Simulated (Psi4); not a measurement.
C2H8GaN, charge +1, doublet, geometry from GFN2-xTB (such geometries of metal compounds can be far from the true shape) (a state made from the parent by changing its charge; the spin is typed, not shown lowest). Base run: PBE/6-31G in Psi4 1.11.

Here is a job for Psi4.
```
memory 2 GB

molecule mol {
1 2
  Ga   -0.013540    0.004292   -0.010468
  C    -1.566712   -1.377174   -0.074432
  H    -1.130292   -2.334570   -0.364218
  H    -2.287403   -1.012857   -0.807908
  H    -1.990523   -1.424886    0.930150
  C     0.167879    1.820553   -1.007045
  H     1.025071    1.730899   -1.676568
  H     0.338973    2.585390   -0.247573
  H    -0.764054    1.980057   -1.551259
  N     1.410775   -0.447164    1.090710
  H     1.519892   -0.192178    2.068893
  H     2.225649   -0.995021    0.826889
}

set basis 6-31g
set reference uks

energy('pbe')
print_variables()
```

Each row names what was changed in the base input (with any setting that the change needs).

```json
[
 {"change": "base", "ΔE vs base (µEh)": "0.0", "SCF cycles": "12", "grid points": "259796", "basis functions": "72"},
 {"change": "guess = gwh", "ΔE vs base (µEh)": "0.0", "SCF cycles": "15", "grid points": "259796", "basis functions": "72"},
 {"change": "puream = true", "ΔE vs base (µEh)": "5117", "SCF cycles": "13", "grid points": "259796", "basis functions": "70"},
 {"change": "basis_guess = true", "ΔE vs base (µEh)": "0.0", "SCF cycles": "8", "grid points": "259796", "basis functions": "72"},
 {"change": "e_convergence = 1e-4", "ΔE vs base (µEh)": "0.0", "SCF cycles": "12", "grid points": "259796", "basis functions": "72"},
 {"change": "damping_percentage = 20", "ΔE vs base (µEh)": "-0.6", "SCF cycles": "25", "grid points": "259796", "basis functions": "72"},
 {"change": "scf_type = out_of_core", "ΔE vs base (µEh)": "52.8", "SCF cycles": "12", "grid points": "259796", "basis functions": "72"},
 {"change": "guess = modhuckel", "ΔE vs base (µEh)": "0.0", "SCF cycles": "12", "grid points": "259796", "basis functions": "72"},
 {"change": "scf_type = mem_df", "ΔE vs base (µEh)": "0.0", "SCF cycles": "12", "grid points": "259796", "basis functions": "72"},
 {"change": "dft_spherical_points = 974", "ΔE vs base (µEh)": "-6.1", "SCF cycles": "12", "grid points": "835378", "basis functions": "72"},
 {"change": "scf_initial_accelerator = ediis", "ΔE vs base (µEh)": "0.0", "SCF cycles": "12", "grid points": "259796", "basis functions": "72"},
 {"change": "dft_spherical_points = 110", "ΔE vs base (µEh)": "-118", "SCF cycles": "12", "grid points": "94779", "basis functions": "72"},
 {"change": "dft_radial_scheme = mura", "ΔE vs base (µEh)": "-4.4", "SCF cycles": "12", "grid points": "262260", "basis functions": "72"}
]
```

Open shells are given as the SCF converged; they aren't shown to be the lowest states, and a large step between rows can be another state.
